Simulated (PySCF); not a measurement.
Some computed properties have been withheld. Give your best values.

Species: C9H20Si.
Cartesian coordinates in Å at the PBE0-D3(BJ)/def2-SVP level; atoms count from 1:
```xyz
30
C9H20Si angstrom
C     -2.3246   -1.4326    0.3047
C     -1.6283   -0.4309   -0.6243
C     -1.5997   -0.9974   -2.0459
C     -2.4640    0.8533   -0.6187
C     -0.1891   -0.1350   -0.0941
C      0.7298   -1.3671   -0.1268
C      1.9964   -1.2549    0.7242
C      3.0031   -0.2178    0.2157
Si     2.1554    1.4523    0.0129
C      0.4902    1.0618   -0.7814
H     -1.8238   -2.4120    0.3229
H     -2.3621   -1.0522    1.3385
H     -3.3616   -1.6043   -0.0240
H     -2.6252   -1.1403   -2.4225
H     -1.0947   -1.9741   -2.0893
H     -1.0852   -0.3175   -2.7428
H     -2.4322    1.3467    0.3667
H     -3.5174    0.6234   -0.8426
H     -2.1212    1.5772   -1.3725
H     -0.3270    0.1330    0.9728
H      1.0202   -1.5752   -1.1727
H      0.1705   -2.2513    0.2125
H      2.4785   -2.2465    0.7733
H      1.7064   -1.0129    1.7631
H      3.3886   -0.5257   -0.7729
H      3.8771   -0.1499    0.8839
H      1.9329    2.0849    1.3550
H      2.9599    2.4000   -0.8225
H     -0.1420    1.9618   -0.7428
H      0.6593    0.8429   -1.8510
```

```tsv
property	level	value
point group	PBE0-D3(BJ)/def2-SVP	C1
rotational constants A, B, C	PBE0-D3(BJ)/def2-SVP	?
dipole moment	B3LYP/pcSseg-1	?
HOMO energy	B3LYP/pcSseg-1	?
LUMO energy	B3LYP/pcSseg-1	?
13C chemical shifts (computed TMS as zero) by class	GIAO B3LYP/pcSseg-1	50.9 (C5), 35.7 (C2), 33.7 (C6), 29.8 (C7), 28.9 (C1/C3/C4), 11.0 (C8), 10.8 (C10) ppm
1H chemical shifts (computed TMS as zero) by class	GIAO B3LYP/pcSseg-1	?
isotropic shieldings of nuclei other than C and H, by class	GIAO B3LYP/pcSseg-1	376 (Si9) ppm
```

Electronic properties: PySCF, gas phase, density fitting. NMR classes are plain means over equivalent atoms (diastereotopic ones count apart unless rotation or inversion swaps them), as if these changed places fast; in this geometry the members of some classes differ.

Task: What is the dipole moment?

Result: 0.77 D.

Task: What are the rotational constants A, B, C?

Result: 1.899, 0.715, 0.609 GHz.

Task: Give the 1H chemical shifts (computed TMS as zero) by class.

Result: 4.10 (H28), 3.97 (H27), 2.10 (H23), 1.80 (H22), 1.33 (H24), 0.89 (H29), 0.87 (H11/H12/H13/H14/H15/H16/H17/H18/H19), 0.81 (H20), 0.81 (H26), 0.67 (H21), 0.53 (H25), 0.33 (H30) ppm.

Task: Give the LUMO energy.

Result: 0.90 eV.

Task: Give the HOMO energy.

Result: -7.47 eV.

A dipole of 0.77 D is allowed in C1, and pure rotational transitions are dipole-allowed. The dipole equals about 2.6 × 10⁻³⁰ C·m (1 D = 3.33564 × 10⁻³⁰ C·m). With B = h/(8π²I), that is 505.379 GHz u Å² over I, the principal moments of inertia are 266.1, 706.6 and 829.2 u Å² (most abundant isotopes). The rotational constants make it an asymmetric top with κ = (2B − A − C)/(A − C) = -0.84, nearer the prolate limit (−1).

For the NMR shielding job (B3LYP/pcSseg-1), time: 1.8 min; peak memory 1.4 GiB. Hardware: an Intel Xeon Platinum 8259CL at 2.50 GHz with one thread, shared host with 96 logical CPUs at a one-minute load of 39.

One conformer stands for the species.
